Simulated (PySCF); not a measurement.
# How methods differ on the ionisation energy of Au⁺

Au⁺ [Xe] 4f14 5d10 (1S) → Au²⁺ [Xe] 4f14 5d9 (2D), as a difference of total energies. Computed with PySCF 2.14 in ANO-RCC-VTZP (8s7p5d3f1g, 84 functions), with scalar relativity by spin-free X2C-1e. Correlated levels: valence and next inner shell: [Kr] 4d10 4f14 frozen. The calculations carry no spin-orbit coupling.

```tsv
method	ionisation energy (eV)
UHF	18.923
MP2 (valence and next inner shell)	20.885
SCS-MP2 (valence and next inner shell)	20.646
CCSD (valence and next inner shell)	20.454
CCSD(T) (valence and next inner shell)	20.567
```

A first-order spin-orbit estimate (lowest level to lowest level, LS coupling) adds -0.683 eV.

Errors of the correlated levels include the incompleteness of this basis and the frozen core.

Task: Which method comes closest to the reference value, and which is furthest?

Result: The reference is 20.203 ± 0.025 eV (measured; NIST Atomic Spectra Database, ionization energies). Closest: MP2 (valence and next inner shell) (error -0.001 eV); furthest: UHF (error -1.963 eV), both after the spin-orbit estimate.
